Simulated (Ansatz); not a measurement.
`[OH][Ga]([Cl])[Cl]` + `[SiH3]`• → `[O][Ga]([Cl])[Cl]`• + SiH₄ at 400 K and 1 bar (hydrogen abstraction from the O–H bond).

Program: Ansatz. Geometries: PBE0-D4/def2-TZVP. ΔE: electronic, gas phase. CCSD(T)/CBS adds triple-zeta CCSD(T) − MP2 to the extrapolated MP2 energy (def2 sets, frozen cores). This one scheme is used for every species. Open shells (•) are unrestricted, without spin–orbit coupling. For Ga outer-core shells are correlated without core-valence functions, which leaves a few kJ/mol of doubt a bond. Scalar relativity is left out up to krypton. Each species was taken in one conformer, which may not be the lowest.

| species | CCSD(T)/CBS energy (Eh) | H − E (kJ/mol) | S (J/(mol·K)) |
| --- | --- | --- | --- |
| `[OH][Ga]([Cl])[Cl]` | -2919.41483 | 69.2 | 359.8 |
| `[SiH3]`• | -290.80808 | 70.3 | 229.7 |
| `[O][Ga]([Cl])[Cl]`• | -2918.71066 | 36.4 | 352.8 |
| SiH₄ | -291.46306 | 96.9 | 218.6 |

H − E and S are ideal-gas, rigid-rotor, harmonic terms from PBE0-D4/def2-TZVP, for one conformer and one mirror image of each species, with the whole ground term of open shells counted as degenerate. 1 Eh = 2625.50 kJ/mol, R = 8.31446 J/(mol·K).

**Question.** By hand: ΔE, ΔH, ΔS and ΔG.

**Answer.** ΔE = (-2918.71066) + (-291.46306) − (-2919.41483) − (-290.80808) = 0.04919 Eh = 129.1 kJ/mol. Δ(H − E) = 36.4 + 96.9 − 69.2 − 70.3 = -6.2, so ΔH = 122.9 kJ/mol. ΔS = 352.8 + 218.6 − 359.8 − 229.7 = -18.1 J/(mol·K). ΔG = 122.9 − 400 × (-18.1)/1000 = 130.1 kJ/mol.

**Question.** By hand: the equilibrium constant, and the temperature at which ΔG would vanish if ΔH and ΔS stayed fixed.

**Answer.** log₁₀ K = −ΔG/(RT ln 10) = -17.0. ΔH and −TΔS have one sign here, so there is no such temperature.

ΔH outweighs TΔS. A doubt of 5 kJ/mol in ΔE shifts log₁₀ K by 0.7 here. Other conformers and mirror images would add mixing entropy, several J/(mol·K) or more a flexible species. These are equilibria of isolated gas molecules and say nothing of rates. Largest T1 diagnostic: 0.015 (customary marks: 0.02 for closed shells, 0.045 for open ones).
